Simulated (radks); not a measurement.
Values are calculated unless marked as measured or tabulated.
I43+, 10 electrons, occupied as [Ne].

Code: a radial shooting solver on a logarithmic mesh with Libxc functionals. Model: scalar-relativistic Kohn-Sham, SCAN, spin-polarised, spherical densities, finite nucleus; meta-GGA in the generalised Kohn-Sham scheme; Fermi nuclear charge, rms radius 4.75 fm.

Energy parts (eV):
| part | energy |
|---|---|
| total | -145474.389 |
| kinetic | 154455.711 |
| electron-nucleus | -312154.381 |
| Hartree | 14734.417 |
| exchange-correlation | -2510.137 |

Orbitals (lengths in bohr, moments of r in powers of bohr):
[
 {"orbital": "1s", "occ.": "2", "eigenvalue (eV)": "-35950.37", "<1/r>": "56.87"},
 {"orbital": "2s", "occ.": "2", "eigenvalue (eV)": "-7844.515", "<1/r>": "13.30"},
 {"orbital": "2p", "occ.": "6", "eigenvalue (eV)": "-7348.748", "<1/r>": "12.68"}
]

The highest occupied level is 2p at -7348.7 eV. For comparison, the ionisation energy in NIST's Atomic Spectra Database is 7337 eV (theoretical). In exact Kohn-Sham theory the highest level is minus the ionisation energy, but local and semilocal functionals leave it too shallow, through self-interaction and a potential that decays too fast; potentials with the right tail come closer. The electron density at the nucleus is 2.517e+05 e/bohr^3 (large components only). The density falls to 0.001 e/bohr^3 at r = 0.44 bohr.
